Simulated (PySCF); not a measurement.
A calculated (UHF, PySCF 2.14, Sapporo-DKH3-DZP-2012, the spin-free X2C one-electron Hamiltonian (Gaussian nucleus)) atom or ion has these occupied shells.

| shell | electrons | orbital energy (eV) | rms radius, mean of both spins (bohr) |
| --- | --- | --- | --- |
| 1s β | 1 | -6048.9 | 0.0734 |
| 1s α | 1 | -6048.9 | 0.0734 |
| 2s α | 1 | -731.10 | 0.317 |
| 2s β | 1 | -728.44 | 0.317 |
| 2p α | 3 | -612.56 | 0.287 |
| 2p β | 3 | -609.93 | 0.287 |
| 3s α | 1 | -102.92 | 0.974 |
| 3s β | 1 | -93.521 | 0.974 |
| 3p α | 3 | -69.369 | 1.06 |
| 3p β | 3 | -57.785 | 1.06 |
| 3d α | 5 | -17.582 | 1.53 |

Task: Name the element and its charge.

Result: Cr⁺ (chromium, charge +1), in [Ar] 3d5, high-spin 6S determinant.
